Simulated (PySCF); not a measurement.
Species: C₈H₁₀Ge.
Cartesian coordinates in Å at the PBE0-D3(BJ)/def2-SVP level; atoms count from 1:
```xyz
19
C8H10Ge angstrom
C      3.3593   -1.0587   -0.2352
C      2.0627   -1.2597    0.0277
C      0.9796   -0.2701   -0.0315
C      1.2005    1.0931   -0.2820
C      0.1369    1.9861   -0.3350
C     -1.1703    1.5401   -0.1372
C     -1.4239    0.1876    0.1206
Ge    -3.2403   -0.4512    0.4129
C     -0.3422   -0.6973    0.1704
H      4.0809   -1.8750   -0.1571
H      3.7526   -0.0846   -0.5383
H      1.7441   -2.2682    0.3157
H      2.2178    1.4610   -0.4326
H      0.3268    3.0443   -0.5310
H     -1.9934    2.2591   -0.1838
H     -3.2113   -1.9841    0.5511
H     -4.1440   -0.0563   -0.7707
H     -3.8310    0.1645    1.6961
H     -0.5181   -1.7593    0.3688
```

Theory: TDDFT B3LYP/def2-SVPD, vertical, gas phase, core orbitals frozen in the response (PySCF). Relativistic effects, spin–orbit coupling among them, are left out although an element past zinc is present.

Ground-to-excited transition dipoles (e·a0, same axes as the geometry; the sign carries no meaning), for the states with f of 0.002 or more among the lowest 8:

```tsv
state	E (eV)	μx	μy	μz
S1	4.666	-0.833	0.496	0.016
S2	4.860	1.005	-0.765	0.001
S3	5.703	1.709	0.262	-0.237
S6	6.188	-0.659	0.236	0.041
S7	6.252	1.500	-0.558	-0.095
S8	6.342	0.086	0.013	0.198
```

Q: What oscillator strength does each state have?

A: f = (2/3) ΔE |μ|² with ΔE in hartree (27.2114 eV).

| state | \|μ\|² (au) | \|μ\| (D) | f |
| --- | --- | --- | --- |
| S1 | 0.939 | 2.46 | 0.107 |
| S2 | 1.595 | 3.21 | 0.190 |
| S3 | 3.046 | 4.44 | 0.426 |
| S6 | 0.492 | 1.78 | 0.075 |
| S7 | 2.572 | 4.08 | 0.394 |
| S8 | 0.047 | 0.55 | 0.007 |

Q: Which bond between heavy atoms lies closest to the direction of the S3 transition dipole?

A: C1–C2, at 4° from it; next C3–C9 and C5–C6 at 9°.

Q: What angle do the transition dipoles of S1 and S6 make?

A: |cos θ| = |μa·μb| / (|μa| |μb|) = 0.98, so θ ≈ 11° (taken between 0 and 90°, since the signs are arbitrary).

Q: What peak molar absorption coefficient would the strongest computed level give as a lone Gaussian band 0.3 eV wide at half height?

A: ε(max) = 2.175×10⁸ f / FWHM, with the width in cm⁻¹. S3: 2.175×10⁸ × 0.4256 / 2420 ≈ 38000 L mol⁻¹ cm⁻¹.

The vertical ionisation energy (ΔSCF) is 8.29 eV, 1.95 eV above S8.

One conformer stands for the species.
